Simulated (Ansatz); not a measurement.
Pt₃. Total charge 0; triplet. Geometry PBE-D4/def2-TZVPD, that of the charge -1 doublet; atoms count from 1.

Cartesian coordinates in Å:
```
Pt 0.587 -1.234 -0.535
Pt -0.253 1.137 -0.888
Pt -0.334 0.097 1.423
```

In the def2 sets Pt takes a core potential; there is no spin–orbit coupling. The structure comes from a short search, and lower isomers may exist.

**Question.** Estimate the Mulliken populations from the PBE0/def2-TZVPD orbitals of Ansatz.

**Answer.** 
| atom | charge (e) | spin (α − β) | d electrons |
| --- | --- | --- | --- |
| Pt1 | -0.05 | 0.40 | 9.20 |
| Pt2 | 0.02 | 0.80 | 8.98 |
| Pt3 | 0.02 | 0.80 | 8.98 |
Mulliken values and Mayer orders depend strongly on the basis. With diffuse functions, as here, like atoms can get unlike values, and bond orders can come out too low or too high.

**Question.** Where does the spin sit?

**Answer.** Summed by element: Pt 2.00, of 2 unpaired in all. Largest on single atoms: Pt2 0.80, Pt3 0.80, Pt1 0.40.

**Question.** And the Mayer bond orders between bonded heavy atoms (over 0.3)?

**Answer.** Pt1–Pt2 0.88 (2.54 Å); Pt1–Pt3 0.88 (2.54 Å); Pt2–Pt3 1.27 (2.54 Å).
